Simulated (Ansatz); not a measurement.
Computed with Ansatz on PBE0-D4/def2-TZVP structures; ΔE is electronic, products minus reactants. CCSD(T)/CBS is the MP2 limit (def2-TZVPP, def2-QZVPP) plus CCSD(T) − MP2 in def2-TZVPP, frozen cores. This one scheme is used for every species. DFT in def2-TZVPP. B3LYP here is the variant with VWN-RPA as its local correlation; programs differ in this. HSE06 is defined as in plane-wave codes. For Ge outer-core shells are correlated without core-valence functions, which leaves a few kJ/mol of doubt a bond. Scalar relativity is left out up to krypton. Each species was taken in one conformer, which may not be the lowest.

Reaction (ligand exchange at a Ge–C bond): `C=C[CH2][GeH3]` + `C[SiH2]O` → `C[SiH2][O][GeH3]` + propene

`C=C[CH2][GeH3]`:

Cartesian coordinates in Å:
```
C 1.444 0.907 -1.171
C 1.066 -0.067 -0.351
C 0.167 0.095 0.820
Ge -1.620 -0.654 0.454
H 1.128 1.934 -1.014
H 2.082 0.712 -2.024
H 1.407 -1.081 -0.553
H 0.041 1.147 1.083
H 0.559 -0.430 1.696
H -1.485 -2.117 -0.005
H -2.299 0.160 -0.660
H -2.490 -0.607 1.725
```

`C[SiH2]O`:

Z-matrix (Å, degrees):
```
C
Si 1 1.863
H 1 1.093 2 111.0
H 1 1.094 2 110.2 3 119.8
H 1 1.093 2 111.5 3 -120.7
O 2 1.652 1 112.6 3 57.7
H 2 1.492 1 108.9 3 -179.5
H 2 1.483 1 110.6 3 -59.4
H 6 0.957 2 117.7 1 68.6
```

`C[SiH2][O][GeH3]`:

Z-matrix (Å, degrees):
```
C
Si 1 1.858
H 1 1.092 2 110.8
H 1 1.093 2 110.4 3 -119.9
H 1 1.092 2 110.8 3 120.2
O 2 1.638 1 108.9 3 -60.1
H 2 1.493 1 110.4 3 179.1
H 2 1.493 1 110.4 3 60.6
Ge 6 1.774 2 133.9 1 179.8
H 9 1.533 6 105.6 2 -179.8
H 9 1.538 6 108.6 2 -60.0
H 9 1.538 6 108.6 2 60.5
```

`C=CC`:

Cartesian coordinates in Å:
```
C -0.763 -1.139 -0.199
C -0.485 0.157 -0.190
C 0.810 0.752 0.244
H -0.034 -1.877 0.122
H -1.727 -1.510 -0.528
H -1.249 0.858 -0.521
H 1.268 1.328 -0.566
H 0.663 1.447 1.077
H 1.517 -0.017 0.560
```

```
             level  ΔE (kcal/mol)  difference from CCSD(T)/CBS
       LDA (SPW92)           -9.2                          2.6
            PBE-D4          -10.4                          1.4
           BLYP-D4          -12.7                         -0.9
         r2SCAN-D4          -12.5                         -0.7
            B97M-V          -14.3                         -2.5
           PBE0-D4          -11.2                          0.6
          B3LYP-D4          -13.3                         -1.5
        r2SCANh-D4          -12.5                         -0.7
          HSE06-D4          -11.2                          0.6
          BHLYP-D4          -14.8                         -3.0
      CAM-B3LYP-D4          -14.0                         -2.2
           ωB97X-V          -13.4                         -1.6
           ωB97M-V          -12.6                         -0.8
          PBE-QIDH          -12.2                         -0.4
               PBE          -10.6                          1.2
            revPBE          -11.0                          0.8
              BLYP          -13.2                         -1.4
            r2SCAN          -12.5                         -0.7
              PBE0          -11.3                          0.5
             B3LYP          -13.6                         -1.8
           r2SCANh          -12.5                         -0.7
           r2SCAN0          -12.6                         -0.8
             HSE06          -11.3                          0.5
             BHLYP          -14.9                         -3.1
           LC-ωPBE          -12.4                         -0.6
RPA@PBE/def2-TZVPP          -13.0                         -1.2
       HF/def2-SVP          -18.6                         -6.8
      MP2/def2-SVP          -15.0                         -3.2
     CCSD/def2-SVP          -15.8                         -4.0
  CCSD(T)/def2-SVP          -15.4                         -3.6
     HF/def2-TZVPP          -18.0                         -6.2
    MP2/def2-TZVPP          -12.1                         -0.3
SCS-MP2/def2-TZVPP          -13.7                         -1.9
   CCSD/def2-TZVPP          -13.2                         -1.4
CCSD(T)/def2-TZVPP          -12.6                         -0.8
    MP2/def2-QZVPP          -11.8                          0.0
SCS-MP2/def2-QZVPP          -13.5                         -1.7
      HF/CBS(def2)          -18.5                         -6.7
     MP2/CBS(def2)          -11.3                          0.5
    CCSD/CBS(def2)          -12.4                         -0.6
       CCSD(T)/CBS          -11.8                            0
```

Largest T1 diagnostic among the species: 0.011.

At CCSD(T), def2-SVP lies −3.6 kcal/mol from the extrapolated value and def2-TZVPP −0.8 kcal/mol. In def2-TZVPP, CCSD(T) changes the Hartree–Fock value by +5.3 kcal/mol (the triples alone add +0.5 kcal/mol) and MP2 by +5.9 kcal/mol. From PBE to PBE0 (25 % exact exchange), in def2-TZVPP and without D4, ΔE moves by −0.7 kcal/mol.
